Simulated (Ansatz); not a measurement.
Pulling on the Bi1–Cl2 bond in BiCl3 (SMILES [Cl][Bi]([Cl])[Cl]) (multiplicity 1 held, fragments rigid). Energies count from the point at 2.450 Å.
Geometry at that point (charge 0, multiplicity 1):
```xyz
4

Bi     0.00035     0.00076     0.45198
Cl    -1.86864    -1.05227    -0.73238
Cl     0.02324     2.14208    -0.73918
Cl     1.84369    -1.09351    -0.73517
```

Unrestricted levels (U-) break spin symmetry where that is lower. Active spaces are followed from a long bond inwards. Curves can end on different states.

Frozen-core correlation. Filled d and f shells under p-block atoms count as core.

Codes used: Ansatz (a quantum-chemistry and plane-wave program) with Gaussian orbitals. Each number belongs to the level named beside it. In def2 rows elements past Kr take small-core potentials, without spin–orbit coupling.

**Question.** Give the energy at R = 7.841 Å at the level U-MP2/def2-SVP.

**Answer.** 68.0 kcal/mol

**Question.** What energy at R = 7.841 Å does FIC-MRCISD+Q on CASSCF(6,4)/def2-SVP give?

**Answer.** 63.9 kcal/mol

Doubts at one or more of the structures used: a spin-contaminated determinant (U-MP2/def2-SVP); active orbitals that take no part (FIC-MRCISD+Q on CASSCF(6,4)/def2-SVP).
